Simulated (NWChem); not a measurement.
Species: Si$_{2}$NH$_{7}$ anion, doublet; SMILES of the neutral closed-shell parent N([SiH3])[SiH3]

```xyz
10

Si    -0.0125     1.7069     0.0425
N     -0.7008    -0.0887     0.1601
Si     0.0980    -1.6051    -0.0333
H      0.3649     3.1707     0.5395
H      1.4265     1.2255    -0.0532
H     -0.3640     2.0853    -1.3864
H     -1.7023    -0.1209     0.3284
H      0.2218    -2.1650    -1.4368
H     -0.5493    -2.7329     0.7391
H      1.5143    -1.5248     0.4524
```
Atoms are numbered in this order, from 1.

Computed with NWChem. Pople sets run with spherical d functions. Spin-unrestricted. Sets without diffuse functions describe the anion's extra electron poorly. Coordinates come from a B3LYP/def2-SVPD, spin-unrestricted optimisation. No frequency run checked for a minimum. This spin state was assumed; another may lie lower. No stability test was run on the SCF state. Atomic charges in e: unrestrained fits to the electrostatic potential beside Mulliken populations; buried atoms are poorly determined by the fit.

Q: What does the run give for UHF/6-31G*? Quantities: ESP Si1; Mulliken Si1; ESP N2; Mulliken N2; ESP Si3; Mulliken Si3; relative RMS misfit of the potential (%).

A: 
| Property | Value |
|---|---|
| ESP Si1 | -0.11 |
| Mulliken Si1 | 0.33 |
| ESP N2 | -0.66 |
| Mulliken N2 | -1.07 |
| ESP Si3 | 0.82 |
| Mulliken Si3 | 0.82 |
| relative RMS misfit of the potential (%) | 6 |
